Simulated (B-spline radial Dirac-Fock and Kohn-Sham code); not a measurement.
# Scattering functions of Tm⁴⁴⁺

System: Tm⁴⁴⁺, configuration 1s2 2s2 2p6 3s2 3p6 3d7.

The run's input, task.json:

```json
{"items": [{
  "Z": 69,
  "q": 44,
  "cfg": [[1, 0, 2], [2, 0, 2], [2, 1, 6], [3, 0, 2], [3, 1, 6], [3, 2, 7]],
  "A": 169,
  "rrms": 5.2256,
  "do": ["scatter"],
  "s": [0.0, 0.05, 0.1, 0.15, 0.2, 0.25, 0.3, 0.35, 0.4, 0.45, 0.5, 0.6, 0.7, 0.8, 0.9, 1.0, 1.1, 1.2, 1.4, 1.6, 1.8, 2.0, 2.5, 3.0, 3.5, 4.0, 5.0, 6.0],
  "pz": [0, 0.1, 0.2, 0.3, 0.4, 0.5, 0.6, 0.8, 1.0, 1.2, 1.4, 1.6, 1.8, 2.0, 2.5, 3.0, 4.0, 5.0, 7.0, 10.0, 15.0, 20.0, 30.0, 40.0, 60.0, 100.0],
  "hv_scatter": [1000, 2000, 5000, 8047.8, 10000, 17479.3, 50000, 500000]
}]}
```

Launch: `python xray_run.py task.json out`

Method: Dirac-Fock orbitals of the configuration average with a finite nucleus. Computed with an atomic code on a B-spline grid. f₀ is the Fourier transform of the spherical electron density, S the Waller-Hartree incoherent function, and s = sin θ/λ.

```
s (Å⁻¹)      f₀       S
      0  25.000   0.000
   0.05  24.986   0.012
    0.1  24.944   0.049
   0.15  24.875   0.110
    0.2  24.778   0.195
   0.25  24.654   0.303
    0.3  24.504   0.435
   0.35  24.329   0.588
    0.4  24.128   0.762
   0.45  23.904   0.957
    0.5  23.657   1.170
    0.6  23.098   1.650
    0.7  22.461   2.192
    0.8  21.757   2.785
    0.9  20.997   3.418
      1  20.192   4.081
    1.1  19.355   4.764
    1.2  18.497   5.458
    1.4  16.761   6.843
    1.6  15.061   8.184
    1.8  13.460   9.445
      2  12.002  10.607
    2.5   9.107  13.063
      3   7.233  14.963
    3.5   6.096  16.459
      4   5.373  17.676
      5   4.370  19.555
      6   3.508  20.903
```

f₀ starts at the number of electrons, 25, and has fallen to half at s ≈ 1.93 Å⁻¹. The sum of ⟨r²⟩ over the electrons is 0.7576 bohr².
